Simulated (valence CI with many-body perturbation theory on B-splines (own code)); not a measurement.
## Forbidden lines of Pb58+

Computed by configuration interaction combined with many-body perturbation theory (CI+MBPT): six valence electrons over a frozen Dirac-Fock core [Ar], a basis of 7 s, 7 p, 8 d, 6 f, 4 g, 1 h functions for each j, with the one-electron correlation potential Σ1, the two-electron term Σ2, the three-electron term Σ3, Breit, model QED; selected CI, second order for the rest, scaled by the run's own slope (own B-spline code, finite nucleus).

No measured spectrum was set against this ion. As an estimate, large intervals hold to a few tenths of a per cent, small ones and those within an open d or f shell to about a per cent. Core correlation moves these levels by up to 18000 cm⁻¹, and in measured spectra 5 to 20 % of such shifts remained as error; rates that hang on mixing are uncertain with them. Among the levels kept, up to 1100 cm⁻¹ of a level comes from second order outside the variational space, and about a tenth of that is noise between levels of different J, which matters for small intervals. The list stops below the first excitations out of the core. Only levels of the ground parity were solved; by the run's estimate the other parity begins above the list, which can be wrong where configurations are misplaced.

Lines 1 to 50 of 86 in falling wavelength, among levels below 2385300 cm⁻¹, chosen from the decays that carry over 1 % of a level's rate. Wavelengths and rates use the calculated energies. Electric multipoles are in the length gauge with retardation, E1 and E2 with the static RPA response of the core. M1 uses the relativistic operator with retardation. S is in atomic units (e²a₀⁴ for E2 and M2, e²a₀⁶ for E3), for M1 in squared Bohr magnetons. Weak lines are less certain than strong ones. Lines between different terms over intervals too small for the method are left out, as are lines whose strength nearly cancels. The highest levels of a list are the least certain.

Levels are named by their leading jj configuration (3d3/2^4 stands for four electrons in 3d with j = 3/2), which in mixed levels can hold well under half, so a name can repeat and another be missing. Letters in brackets count levels of one name in rising energy.

```csv
λ vac (Å),Upper,Lower,Type,A (s⁻¹),S (a.u.)
1335,(3d3/2^4 3d5/2^2) J=2,(3d3/2^4 3d5/2^2) J=4,E2,3.32e-02,6.30e-04
772.0,(3d3/2^3 3d5/2^3) J=4 [b],(3d3/2^3 3d5/2^3) J=3 [b],M1,4.17e+03,6.40e-01
697.6,(3d3/2^3 3d5/2^3) J=2 [b],(3d3/2^3 3d5/2^3) J=3 [b],M1,1.60e+04,1.01e+00
560.7,(3d3/2^4 3d5/2^2) J=0,(3d3/2^4 3d5/2^2) J=2,E2,9.51e+00,4.71e-04
521.2,(3d3/2^3 3d5/2^3) J=0,(3d3/2^3 3d5/2^3) J=1 [a],M1,8.12e+04,4.26e-01
472.4,(3d3/2^3 3d5/2^3) J=4 [b],(3d3/2^3 3d5/2^3) J=5,M1,1.18e+04,4.14e-01
354.5,(3d3/2^3 3d5/2^3) J=4 [b],(3d3/2^3 3d5/2^3) J=4 [a],M1,2.91e+04,4.32e-01
331.3,(3d3/2^3 3d5/2^3) J=2 [b],(3d3/2^3 3d5/2^3) J=3 [a],M1,6.47e+04,4.36e-01
164.2,(3d3/2^2 3d5/2^4) J=2 [a],(3d3/2^3 3d5/2^3) J=1 [b],M1,3.40e+05,2.79e-01
157.5,(3d3/2^2 3d5/2^4) J=0,(3d3/2^3 3d5/2^3) J=1 [b],M1,1.01e+06,1.46e-01
152.8,(3d3/2^3 3d5/2^3) J=1 [a],(3d3/2^4 3d5/2^2) J=0,M1,2.24e+06,8.88e-01
149.3,(3d3/2^2 3d5/2^4) J=4 [a],(3d3/2^3 3d5/2^3) J=4 [b],M1,2.97e+05,3.30e-01
147.3,(3d3/2^2 3d5/2^4) J=3 [a],(3d3/2^3 3d5/2^3) J=3 [c],M1,3.03e+05,2.52e-01
145.9,(3d3/2^2 3d5/2^4) J=3 [a],(3d3/2^3 3d5/2^3) J=2 [b],M1,6.87e+05,5.53e-01
141.4,(3d3/2^2 3d5/2^4) J=5,(3d3/2^3 3d5/2^3) J=4 [b],M1,1.93e+06,2.23e+00
133.4,(3d3/2^2 3d5/2^4) J=2 [a],(3d3/2^3 3d5/2^3) J=3 [b],M1,4.44e+05,1.96e-01
131.4,(3d3/2^2 3d5/2^4) J=3 [b],(3d3/2^3 3d5/2^3) J=2 [b],M1,6.24e+05,3.68e-01
129.1,(3d3/2^2 3d5/2^4) J=3 [b],(3d3/2^3 3d5/2^3) J=4 [b],M1,3.58e+06,2.00e+00
128.6,(3d3/2^2 3d5/2^4) J=1,(3d3/2^3 3d5/2^3) J=2 [b],M1,2.97e+06,7.03e-01
128.1,(3d3/2^2 3d5/2^4) J=1,(3d3/2^3 3d5/2^3) J=1 [b],M1,3.13e+06,7.32e-01
127.3,(3d3/2^3 3d5/2^3) J=3 [a],(3d3/2^4 3d5/2^2) J=2,M1,4.04e+06,2.16e+00
127.2,(3d3/2^2 3d5/2^4) J=4 [b],(3d3/2^3 3d5/2^3) J=3 [c],M1,5.48e+05,3.76e-01
125.1,(3d3/2^2 3d5/2^4) J=4 [a],(3d3/2^3 3d5/2^3) J=3 [b],M1,9.47e+05,6.19e-01
124.0,(3d3/2^2 3d5/2^4) J=4 [b],(3d3/2^3 3d5/2^3) J=4 [b],M1,1.52e+05,9.64e-02
123.6,(3d3/2^2 3d5/2^4) J=2 [b],(3d3/2^3 3d5/2^3) J=2 [b],M1,5.10e+05,1.78e-01
123.1,(3d3/2^2 3d5/2^4) J=2 [b],(3d3/2^3 3d5/2^3) J=1 [b],M1,2.46e+05,8.52e-02
120.6,(3d3/2^2 3d5/2^4) J=3 [a],(3d3/2^3 3d5/2^3) J=3 [b],M1,1.08e+06,4.94e-01
120.1,(3d3/2^3 3d5/2^3) J=1 [a],(3d3/2^4 3d5/2^2) J=2,M1,1.60e+07,3.08e+00
118.9,(3d3/2^2 3d5/2^4) J=1,(3d3/2^3 3d5/2^3) J=0,M1,3.98e+06,7.45e-01
118.7,(3d3/2^2 3d5/2^4) J=3 [a],(3d3/2^3 3d5/2^3) J=2 [a],M1,3.48e+06,1.51e+00
116.2,(3d3/2^3 3d5/2^3) J=3 [a],(3d3/2^4 3d5/2^2) J=4,M1,1.20e+07,4.90e+00
116.1,(3d3/2^2 3d5/2^4) J=2 [a],(3d3/2^3 3d5/2^3) J=1 [a],M1,7.57e+06,2.20e+00
115.4,(3d3/2^3 3d5/2^3) J=4 [a],(3d3/2^4 3d5/2^2) J=4,M1,1.40e+07,7.18e+00
113.5,(3d3/2^2 3d5/2^4) J=4 [a],(3d3/2^3 3d5/2^3) J=5,M1,3.82e+06,1.86e+00
112.7,(3d3/2^2 3d5/2^4) J=0,(3d3/2^3 3d5/2^3) J=1 [a],M1,3.56e+07,1.89e+00
110.6,(3d3/2^2 3d5/2^4) J=3 [b],(3d3/2^3 3d5/2^3) J=3 [b],M1,6.83e+06,2.40e+00
110.3,(3d3/2^3 3d5/2^3) J=1 [b],(3d3/2^4 3d5/2^2) J=0,M1,6.29e+06,9.40e-01
110.1,(3d3/2^2 3d5/2^4) J=2 [a],(3d3/2^3 3d5/2^3) J=3 [a],M1,2.45e+07,6.06e+00
109.5,(3d3/2^2 3d5/2^4) J=2 [c],(3d3/2^3 3d5/2^3) J=3 [c],M1,6.95e+06,1.69e+00
109.0,(3d3/2^2 3d5/2^4) J=3 [b],(3d3/2^3 3d5/2^3) J=2 [a],M1,4.27e+06,1.43e+00
108.8,(3d3/2^2 3d5/2^4) J=5,(3d3/2^3 3d5/2^3) J=5,M1,4.06e+06,2.14e+00
108.7,(3d3/2^2 3d5/2^4) J=2 [c],(3d3/2^3 3d5/2^3) J=2 [b],M1,7.66e+06,1.82e+00
108.5,(3d3/2^2 3d5/2^4) J=5,(3d3/2^3 3d5/2^3) J=6,M1,8.23e+06,4.29e+00
108.4,(3d3/2^2 3d5/2^4) J=2 [c],(3d3/2^3 3d5/2^3) J=1 [b],M1,3.64e+06,8.58e-01
107.4,(3d3/2^3 3d5/2^3) J=2 [a],(3d3/2^4 3d5/2^2) J=2,M1,8.97e+06,2.06e+00
107.0,(3d3/2^3 3d5/2^3) J=6,(3d3/2^4 3d5/2^2) J=4,E2,2.87e+02,4.68e-05
107.0,(3d3/2^2 3d5/2^4) J=1,(3d3/2^3 3d5/2^3) J=2 [a],M1,2.95e+06,4.01e-01
106.8,(3d3/2^2 3d5/2^4) J=4 [b],(3d3/2^3 3d5/2^3) J=3 [b],M1,2.08e+06,8.45e-01
106.7,(3d3/2^3 3d5/2^3) J=5,(3d3/2^4 3d5/2^2) J=4,M1,3.01e+06,1.49e+00
105.9,(3d3/2^3 3d5/2^3) J=3 [b],(3d3/2^4 3d5/2^2) J=2,M1,1.42e+06,4.37e-01
```
